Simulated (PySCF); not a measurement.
Compound: CH8AlAsS.
SMILES with atom numbers: `[H][As+:4]([H])([H])[AlH2-:3][S:2][CH3:1]` (hydrogens: H5, H6, H7 on C1; H8, H9 on Al3; H10, H11, H12 on As4)

Method used: PBE0-D3(BJ)/def2-SVP geometry optimisation, gas phase in PySCF 2.14.0.

Task: What internal coordinates does the optimisation give?

Result: 
```json
{"bond": "C1–S2", "length (bohr)": "3.453"}
{"bond": "S2–Al3", "length (bohr)": "4.207"}
{"bond": "Al3–As4", "length (bohr)": "5.004"}
{"bond": "C1–H5, C1–H6, C1–H7", "length (bohr)": "2.077"}
{"bond": "Al3–H8", "length (bohr)": "3.008"}
{"bond": "Al3–H9", "length (bohr)": "3.014"}
{"bond": "As4–H10", "length (bohr)": "2.854"}
{"bond": "As4–H11", "length (bohr)": "2.851"}
{"bond": "As4–H12", "length (bohr)": "2.869"}
```

Bonds in one row agree within 0.02 bohr and their mean is given. A selection of angles:
```json
{"angle": "S2–C1–H5", "degrees": "107.7"}
{"angle": "S2–C1–H6", "degrees": "111.8"}
{"angle": "H5–C1–H6", "degrees": "108.6"}
{"angle": "H5–C1–H7", "degrees": "108.3"}
{"angle": "C1–S2–Al3", "degrees": "101.4"}
{"angle": "S2–Al3–As4", "degrees": "90.9"}
{"angle": "S2–Al3–H8", "degrees": "114.8"}
{"angle": "S2–Al3–H9", "degrees": "116.6"}
{"angle": "As4–Al3–H8", "degrees": "98.8"}
{"angle": "As4–Al3–H9", "degrees": "101.1"}
{"angle": "H8–Al3–H9", "degrees": "124.0"}
{"angle": "Al3–As4–H10", "degrees": "112.6"}
{"angle": "Al3–As4–H11", "degrees": "113.1"}
{"angle": "Al3–As4–H12", "degrees": "132.6"}
{"angle": "H10–As4–H11", "degrees": "97.5"}
{"angle": "H10–As4–H12", "degrees": "97.3"}
{"angle": "H11–As4–H12", "degrees": "97.6"}
```

Torsions: C1–S2–Al3–As4 -85° (synclinal). The mirror-image conformer, all signs reversed, is as good.

S2 (sulfur bonded to Al and C) is bent (angle 101.4°). As4 (arsenic bonded to Al and 3 H) has angles from 97.3° to 132.6°. Al3 (aluminium bonded to As, S and 2 H) has angles from 90.9° to 124.0°.

Point group: C1 (no symmetry element, even within 0.4 Å). No PBE0-D3(BJ)/def2-SVP frequencies stand behind this structure, so it isn't proved a minimum. The numbers are those of one conformer (C1–S2–Al3–As4 -85°, S2–Al3–As4–H 47° and -62° and 172°).

Hardware: Arm Neoverse V1, one thread, shared host with 32 logical CPUs at a one-minute load of 56. Cost: 2.2 min of wall time, 0.51 GiB resident at most. That covers the optimisation of the geometry.
